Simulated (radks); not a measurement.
The numbers below are computed, except where a source is named.
Problem. The mean radii <r> (bohr) of the occupied orbitals of an atom or ion are listed with their occupations. Level of theory: non-relativistic Kohn-Sham, LDA (Slater exchange, VWN5 correlation), spin-polarised, spherical densities, point nucleus (a radial shooting solver on a logarithmic mesh with Libxc functionals).

orbital  occ.      <r>
1s up       1  0.02449
1s down     1  0.02449
2s up       1   0.1045
2s down     1   0.1044
2p up       3  0.08861
2p down     3  0.08861
3s up       1   0.2711
3s down     1   0.2708
3p up       3   0.2607
3p down     3   0.2605
3d up       5   0.2321
3d down     5   0.2318
4s up       1   0.6136
4s down     1   0.6137
4p up       3   0.6294
4p down     3   0.6297
4d up       5   0.6710
4d down     5   0.6721
5s up       1    1.489
5s down     1    1.513
5p up       3    1.681
5p down     3    1.715
4f up       6   0.9251
6p up       1    4.875

Name the element and its charge. Open shells, if any, are filled with parallel spins first.

Solution. Z = 62, samarium, charge +1: Sm+ in [Xe] 4f6 6p1. The 1s radius gives Z: for a bare nucleus <r> = 1.5/Z, 0.02419 bohr for Z = 62, and screening makes it slightly larger (0.02449 here). The occupations add up to 61, and the charge is Z minus that.
